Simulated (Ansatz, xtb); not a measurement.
# Relative energy of two isomers of C4H9NO2

Structure a: `CO[C@@]1(N)CCO1`, a singlet. Structure b: `CO[C@@H]1C[C@@H](N)O1`, a singlet. Both are isolated molecules in the gas phase, relaxed with r2SCAN-D4/def2-SVP; each stands in its lowest conformer found.

Quicker runs give these differences E(b) − E(a): GFN2-xTB +19.4 kJ/mol; HF/STO-3G +12.0 kJ/mol (at GFN2-xTB geometries); r2SCAN-D4/def2-SVP//GFN2-xTB +9.2 kJ/mol.

Task: Estimate E(b) − E(a) at the level CCSD(T)/def2-SVP + ΔMP2/def2-TZVPP.

Result: Calculated at CCSD(T)/def2-SVP + ΔMP2/def2-TZVPP: E(b) − E(a) = +8.5 kJ/mol, so structure a lies lower.

How the difference moves with the method:

```tsv
level	geometry	E(b) − E(a) (kJ/mol)	departure from the last row (kJ/mol)	job, with rough time for the two
GFN2-xTB	GFN2-xTB	+19.4	+10.9	optimisation, 0.37 s
HF/STO-3G	GFN2-xTB	+12.0	+3.5	single point, 0.58 s
r2SCAN-D4/def2-SVP//GFN2-xTB	GFN2-xTB	+9.2	+0.6	single point, 3.6 s
r2SCAN-D4/def2-SVP	r2SCAN-D4/def2-SVP	+10.8	+2.2	optimisation, 61 s
HF/def2-SVP	r2SCAN-D4/def2-SVP	+11.0	+2.5	part of the CCSD(T) run
MP2/def2-SVP	r2SCAN-D4/def2-SVP	+15.4	+6.9	part of the CCSD(T) run
CCSD(T)/def2-SVP	r2SCAN-D4/def2-SVP	+15.0	+6.4	single point
CCSD(T)/def2-SVP + ΔMP2/def2-TZVPP	r2SCAN-D4/def2-SVP	+8.5		single point, 1.8 min
```

As drawn, both hold the same kinds of bond in the same numbers.

The levels shown agree on the order. The largest departure from CCSD(T)/def2-SVP + ΔMP2/def2-TZVPP is that of GFN2-xTB, 10.9 kJ/mol. The last row adds to CCSD(T) the change of the MP2 difference between the two basis sets, here −6.4 kJ/mol.

With thermal terms from frequencies at re-optimised GFN2-xTB minima (ideal gas, soft modes damped towards free rotors, one conformer each, 298.15 K, 1 atm): the zero-point term adds +1.1 kJ/mol; ΔH is +9.3 and ΔG +9.2 kJ/mol.

The correlated steps freeze 7 core orbitals. Programs: Ansatz 0.2.0, xtb 6.7.1; the last row on 2 threads of Intel(R) Xeon(R) Platinum 8488C (Sapphire Rapids) on a shared host.
